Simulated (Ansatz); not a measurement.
`F[BH][GeH2][SH]` → `BF` + `[SH][GeH]` at 500 K and 1 bar (germylene formation by 1,1-elimination).

Gas-phase electronic energies from Ansatz, PBE0-D4/def2-TZVP geometries. CCSD(T)/CBS is the MP2 limit (def2-TZVPP, def2-QZVPP) plus CCSD(T) − MP2 in def2-TZVPP, frozen cores. This one scheme is used for every species. For Ge outer-core shells are correlated without core-valence functions, which leaves a few kJ/mol of doubt a bond. Scalar relativity is left out up to krypton. One conformer a species, not always the lowest.

```tsv
species	CCSD(T)/CBS energy (Eh)	H − E (kJ/mol)	S (J/(mol·K))
`F[BH][GeH2][SH]`	-2600.93372	149.2	413.4
`BF`	-125.82039	77.9	244.4
`[SH][GeH]`	-2475.08182	64.8	299.8
```

H − E and S are ideal-gas, rigid-rotor, harmonic terms from PBE0-D4/def2-TZVP, for one conformer and one mirror image of each species. 1 Eh = 2625.50 kJ/mol, R = 8.31446 J/(mol·K).

Q: By hand: ΔE, ΔH, ΔS and ΔG.

A: ΔE = (-125.82039) + (-2475.08182) − (-2600.93372) = 0.03151 Eh = 82.7 kJ/mol. Δ(H − E) = 77.9 + 64.8 − 149.2 = -6.5, so ΔH = 76.2 kJ/mol. ΔS = 244.4 + 299.8 − 413.4 = 130.8 J/(mol·K). ΔG = 76.2 − 500 × (130.8)/1000 = 10.8 kJ/mol.

Q: By hand: the equilibrium constant, and the temperature at which ΔG would vanish if ΔH and ΔS stayed fixed.

A: log₁₀ K = −ΔG/(RT ln 10) = -1.1. ΔG = 0 at ΔH/ΔS = 583 K.

The number of gas molecules changes by +1, which sets the sign of ΔS. A doubt of 5 kJ/mol in ΔE shifts log₁₀ K by 0.5 here. Other conformers and mirror images would add mixing entropy, several J/(mol·K) or more a flexible species. Modes under 60 cm⁻¹, often nearly free rotors, make the harmonic entropy too high. These are equilibria of isolated gas molecules and say nothing of rates. Largest T1 diagnostic: 0.015 (customary marks: 0.02 for closed shells, 0.045 for open ones).
